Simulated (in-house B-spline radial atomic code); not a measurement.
As. Computed with a B-spline radial atomic code. Model: non-relativistic spherical atom: semilocal Troullier-Martins pseudo-atom, one channel per l, against all electrons, high spin, G0W0 and RPA with empty states to l = 8, local potential for every l without a channel, a model core (radius 0 = none) keeps its share of the functional.

What the tables leave out is listed at the end.

The pseudopotential gives back the lowest level of each angular momentum of its own functional in the configuration it was made in; a second state of the same l is only approximately right. Exact exchange, RPA and GW see the smooth pseudo-orbitals and miss the exchange with the core, for which the functional's share stands in. The column with an uncorrelated core keeps all orbitals and exact exchange, and so separates missing core correlation from pseudisation. Only the three outermost levels and the lowest empty one were computed. RPA here is direct RPA, with no exchange kernel, and its energies carry an (l + 1/2)⁻⁴ tail. A hybrid on a potential with a model core restores only its own semilocal share of the core's exchange.

Command:
```bash
python run_psgw.py task.json out
```
Settings (lengths in bohr, energies in hartree):
```
Z                      33
electrons              33
configuration          [Ar] 3d10 4s2 4p3
generated_in           [Ar] 3d10 4s2 4p3
functional             pbe,pbe
core_shells            5
radius_factor          0.9
core_correction        True
```

Run time, properties included: 20 s on 1 thread of Arm Neoverse V2, with other jobs on the host.

Given: made with PBE; model core radius 0.297 bohr; local radius 1.373 bohr; mean-field start PBE.

Valence shells of the generating configuration: 3d, 4s, 4p.

Channel: s 1.495, p 1.805, d 1.297 (radii in bohr).

Computed: largest level miss in the spin-unpolarised generating configuration 0 eV; valence RPA correlation energy all-electron orbitals -0.88908 hartree; valence RPA correlation energy pseudo -1.1159 hartree; all-electron RPA polarisability, core included 27.777 bohr³.

```csv
level,occupied,mean-field all-electron (eV),mean-field pseudo minus all (eV),G0W0 all-electron (eV),G0W0 uncorrelated core minus all (eV),G0W0 pseudo minus all (eV),exchange self-energy all-electron (eV),exchange self-energy pseudo (eV)
4p up,1,-5.9554,-0.002,-9.6681,-0.032,-0.215,-16.345,-15.516
4p down (empty),0,-3.6564,0.004,-1.1089,-0.026,-0.221,-4.3055,-3.4896
```

Task: What is the pseudo-atom RPA polarisability?

Result: 27.687 bohr³.

Given: mean-field start PBE0.

Computed: valence RPA correlation energy all-electron orbitals -0.84604 hartree; valence RPA correlation energy pseudo -1.0805 hartree; all-electron RPA polarisability, core included 23.291 bohr³.

```tsv
level	occupied	mean-field all-electron (eV)	mean-field pseudo minus all (eV)	G0W0 all-electron (eV)	G0W0 uncorrelated core minus all (eV)	G0W0 pseudo minus all (eV)	exchange self-energy all-electron (eV)	exchange self-energy pseudo (eV)
4p up	1	-7.1338	-0.074	-9.9925	-0.033	-0.244	-16.38	-15.812
4s down	1	-13.452	0.045	-16.339	-0.034	-0.286	-16.195	-14.439
4p down (empty)	0	-2.6294	-0.033	-0.81084	-0.021	-0.125	-3.9153	-3.3133
```

Task: What is the pseudo-atom RPA polarisability?

Result: 22.605 bohr³.

Among the listed levels the largest G0W0 shift of the pseudo-atom is -0.29 eV, for 4s down on the PBE0 start, while leaving the core uncorrelated moves that level by -0.03 eV. So pseudisation and the lost core exchange, not the missing core correlation, make the error. Not in the tables (levels of low weight, unsolved or above zero; the highest and the empty levels are kept at any weight): on PBE the G0W0 levels 4s down (pseudo minus all -0.32 eV, weights 0.72 and 0.74), 4s up (pseudo minus all -0.05 eV, weights 0.05 and 0.06); on PBE0 the G0W0 levels 4s up (pseudo minus all -0.12 eV, weights 0.32 and 0.34); no Hartree-Fock pseudo-atom is run with a model core.
